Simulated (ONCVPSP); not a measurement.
**What one change does to a pseudopotential (V (Z = 23), ONCV)**

```json
{
 "Element": "V (Z = 23)",
 "Generator": "ONCVPSP 4.0.1",
 "Type": "optimised norm-conserving Vanderbilt (ONCV)",
 "Functional": "PBE",
 "Relativity": "scalar-relativistic",
 "Frozen core": "[Ne]",
 "Valence charge": "13",
 "Reference configuration": "3s2 3p6 3d3 4s1.75 4p0.25",
 "Partial waves": "3s+4s: rc 1.85 bohr, ncon 5, nbas 9, qcut 5.4 1/bohr, 2 projectors; 3p+4p: rc 2.10 bohr, ncon 4, nbas 7, qcut 7 1/bohr, 2 projectors; 3d: rc 1.75 bohr, ncon 4, nbas 8, qcut 10.2 1/bohr, 2 projectors, debl 0.6 Ha",
 "Local potential": "polynomial inside 1.70 bohr (lpopt 5, dvloc0 3 Ha)",
 "Core correction": "Teter function, fcfact 3.25, rcfact 1.15"
}
```

Change: local potential polynomial inside 1.70 bohr (lpopt 5, dvloc0 -1.5 Ha).

Cutoffs: the cutoffs (Ha) at which the residual kinetic energy of the hardest occupied pseudo-wave falls to 1 and 0.1 mHa per electron; they do not see the model core or the augmentation charge, which bear on the density cutoff. Errors are all-electron minus pseudo energies relative to the spin-unpolarised reference configuration.

Task: What does the change do?

Result: The potential gets neither clearly harder nor softer (35 Ha and 40 Ha → 35 Ha and 40 Ha); the errors of the 3 common tests hardly move; the range in which the d phases agree narrows (upper end at the end of the scan → 1.6); neither file shows a bound ghost.

```csv
quantity,base,changed
"cutoff, loose",35 Ha,35 Ha
"cutoff, tight",40 Ha,40 Ha
bound ghosts,none,none
GHOST(+) flags under 300 eV,none,none
tests with a reliable result,3 of 4,3 of 4
"error for 3s2 3p6 3d3 4s2 4p0, meV [ΔE -0.82 eV]",0.0,0.0
"error for 3s2 3p6 3d3 4s1 4p0, meV [ΔE 6.92 eV]",-0.5,-0.5
"error for 3s2 3p6 3d3 4s0 4p0, meV [ΔE 21.21 eV]",-3.7,-3.6
s: phases at 1.88 bohr within 0.05 rad from the reference energy up to (Ha; the scan ends near 5),to the end of the scan,5.0
p: phases at 2.13 bohr within 0.05 rad from the reference energy up to (Ha; the scan ends near 5),4.9,to the end of the scan
d: phases at 1.78 bohr within 0.05 rad from the reference energy up to (Ha; the scan ends near 5),to the end of the scan,1.6
"rms error of d²Exc/dni dnj with the model core, mHa",0.93,0.93
```
